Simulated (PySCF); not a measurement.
Molecule: C4H3OSe, charge 0, multiplicity 2. It need not be the lowest isomer of its formula. SMILES: Oc1[c][se]cc1
Geometry from a B3LYP-D3(BJ)/def2-TZVP (Ansatz) optimisation:
```xyz
9

O      2.4973    -1.1505     0.6850
C      1.2752    -0.6808     0.3142
C      0.9637     0.5686    -0.1109
Se    -0.8637     0.8698    -0.3030
C     -1.0481    -0.9693     0.0727
C      0.1424    -1.5622     0.3387
H      3.1448    -0.4399     0.6062
H     -2.0081    -1.4500    -0.0262
H      0.2533    -2.6166     0.5546
```
Charge 0, spin multiplicity 2.

Dispersion corrections to the total energy (kcal/mol) from the dftd3 and dftd4 libraries through PySCF: D3(BJ) without and D4 with the three-body term, each with the damping fitted for the functional named.

```tsv
functional	D3(BJ)	D4
TPSS	-7.39	-8.23
BP86	-9.75	[?]
LC-wPBE	-5.65	[?]
PBE0	[?]	-5.09
TPSSh	-6.81	-7.42
HSE06	-3.98	-4.74
BLYP	-12.82	-13.62
```

Problem. Fill in the missing entries.

Solution. 
- BP86, D4: -8.17
- LC-wPBE, D4: -6.80
- PBE0, D3(BJ): -5.07
